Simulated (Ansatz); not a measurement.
BrF2H3Si2 (`F[Si](F)([SiH3])Br`): the same geometry under several functionals.

```yaml
crystal:
  periodic: [false, false, false]
  atoms:
    - {symbol: F, position_ang: [1.687288, -0.332369, 1.471621]}
    - {symbol: Si, position_ang: [1.104925, -0.109867, 0.013420]}
    - {symbol: F, position_ang: [1.638601, -1.314994, -0.868544]}
    - {symbol: Si, position_ang: [-1.225469, -0.029326, 0.028052]}
    - {symbol: Br, position_ang: [1.981996, 1.745040, -0.783709]}
    - {symbol: H, position_ang: [-1.641745, 1.112752, 0.878684]}
    - {symbol: H, position_ang: [-1.765111, -1.301425, 0.571524]}
    - {symbol: H, position_ang: [-1.688285, 0.173087, -1.366949]}
basis:
  gaussian: {orbitals: def2-TZVPP}
hamiltonian: {xc: {name: wB97X-V}}
output: {orbitals: {seedname: orbitals}}
```

```sh
$ ansatz run in.yaml --threads 4 --pin off --events-out ev --progress --plain --max-ram 10444MiB
```

It prints (some lines left out):

```
Functional definition: wB97X-V
1484 factors; their error is unknown
273 factors; integrals over basis functions are off by at most 3.8e-5 eV
mean field evaluation 1: about -91278.1882 eV, gradient 4.3e1 eV
mean field evaluation 2: about -91277.8764 eV, gradient 5.1e1 eV
mean field evaluation 4: about -91281.1019 eV, gradient 7.8e-1 eV
mean field evaluation 8: about -91281.4182 eV, gradient 2.9e-1 eV
mean field evaluation 16: about -91281.4182 eV, gradient 5.1e-5 eV
mean field -91281.41824624 eV, -3354.5302477816 hartree, gradient 5.1e-5 eV, S^2 0.000000; 0 other end points of the search recorded, 0 dependent functions left out
reference -91281.41824416 eV, -3354.5302477052 hartree; 42, 42 occupied and 194, 194 virtual orbitals, 1484 factors
Total energy: -91281.41824416 eV, -3354.5302477052 hartree
```

Hardware: 4 threads of an INTEL XEON PLATINUM 8581C on a shared host. Wall time 5.5 s, peak host memory 0.97 GiB.

With the line `hamiltonian: {xc: {name: B2PLYP}}` (abridged; 3.8 s):

```
Functional definition: B2PLYP
mean field evaluation 16: about -91263.5052 eV, gradient 4.0e-5 eV
mean field -91263.50515422 eV, -3353.8719537920 hartree, gradient 7.4e-6 eV, S^2 0.000000
21 core orbitals not correlated: weight in the atoms' cores, before any rotation towards them, 1.000 or more for the frozen orbitals, at most 0.000 for the correlated occupied ones
second order -32.78000372 eV of doubles, -0.00000000 eV of singles
Total energy: -91272.35592608 eV, -3354.1972136586 hartree
```

Changing it to `hamiltonian: {xc: {name: BHLYP}, dispersion: d4}` (abridged; 2.5 s):

```
Functional definition: BHLYP
mean field evaluation 16: about -91290.0586 eV, gradient 5.9e-5 eV
mean field -91290.05863127 eV, -3354.8477760748 hartree, gradient 5.9e-5 eV, S^2 0.000000
Total energy: -91290.38234134 eV, -3354.8596722007 hartree
```

Changing it to `hamiltonian: {xc: hse06, dispersion: d4}` (abridged; 2.7 s):

```
Functional definition: HSE06
mean field evaluation 16: about -91271.7181 eV, gradient 1.8e-4 eV
mean field -91271.71812175 eV, -3354.1737747819 hartree, gradient 2.4e-5 eV, S^2 0.000000
Total energy: -91271.90167540 eV, -3354.1805202539 hartree
```

Changing it to `hamiltonian: {xc: pbe0, dispersion: d4}` (abridged; 2.4 s):

```
Functional definition: PBE0
mean field evaluation 16: about -91272.1734 eV, gradient 2.8e-5 eV
mean field -91272.17335212 eV, -3354.1905041891 hartree, gradient 2.8e-5 eV, S^2 0.000000
Total energy: -91272.36719280 eV, -3354.1976277027 hartree
```

With the line `hamiltonian: {xc: {name: LC-wPBE}}` (abridged; 1.9 s):

```
Functional definition: LC-wPBE
mean field evaluation 16: about -91274.5714 eV, gradient 2.8e-5 eV
mean field -91274.57139812 eV, -3354.2786307542 hartree, gradient 2.8e-5 eV, S^2 0.000000
Total energy: -91274.57139812 eV, -3354.2786307545 hartree
```

HSE06 is the plane-wave form, built on full-range PBE exchange.
